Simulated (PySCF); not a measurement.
Ar²⁺: interval between two levels

Ar²⁺ [Ne] 3s2 3p4 [3P2, M_J = 2] → Ar²⁺ [Ne] 3s1 3p4 4s1 [5P3, M_J = 3], as a difference of total energies. All numbers are calculated (PySCF 2.14, the two-component X2C-1e Hamiltonian, in x2c-TZVPall-2c with one added diffuse shell each of s, p type (6s7p2d1f, 44 functions)). Correlated levels: [Ne] frozen; the 6 highest virtual spinors dropped. "Screened" scales the spin-orbit matrix elements by Boettger's factors to mimic the two-electron term; Breit and QED terms are absent.

```tsv
method	interval between two levels (cm⁻¹)
GHF (spin-free)	292180
GMP2 (spin-free)	293190
GHF (screened spin-orbit)	292170
GMP2 (screened spin-orbit)	293200
```

The labels give the starting determinants; with spin-orbit coupling the two ends relaxed to ⟨J²⟩ = 6.01, ⟨L²⟩ = 2.02, ⟨S²⟩ = 2.00 and ⟨J²⟩ = 12.01, ⟨L²⟩ = 2.01, ⟨S²⟩ = 6.00.

The promoted electron is Rydberg-like, and one or two diffuse shells describe it only roughly, which tends to raise the upper state.
